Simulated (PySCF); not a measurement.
SMILES CCC[SiH2]O[SiH3], singlet (GFN2-xTB optimised geometry):

```
18

C      1.594    -0.592    -1.268
C      1.010    -1.199     0.000
C     -0.518    -1.199     0.000
Si    -1.320     0.529     0.000
O     -0.514     1.520     0.999
Si     0.607     2.111     2.005
H      1.307     0.453    -1.355
H      1.230    -1.123    -2.147
H      2.680    -0.652    -1.257
H      1.368    -0.634     0.865
H      1.373    -2.227     0.104
H     -0.873    -1.765    -0.864
H     -0.860    -1.747     0.882
H     -2.680     0.464     0.535
H     -1.276     1.178    -1.311
H      0.086     3.410     2.422
H      1.861     2.227     1.260
H      0.746     1.182     3.126
```

Calculation: B3LYP/def2-SVP (PySCF).

Problem. What are the frontier orbital energies and the dipole moment?

Solution. HOMO-2 -8.94 eV, HOMO-1 -8.03 eV, HOMO -7.71 eV, LUMO 0.31 eV, LUMO+1 1.48 eV; dipole moment 1.02 D.

Meta-Löwdin charges at B3LYP/def2-SVP: C1 -0.28, C2 -0.14, C3 -0.42, Si4 0.89, O5 -0.81, Si6 0.79, H7 0.09, H8 0.09, H9 0.09, H10 0.08, H11 0.09, H12 0.10, H13 0.10, H14 -0.14, H15 -0.14, H16 -0.12, H17 -0.13, H18 -0.13.
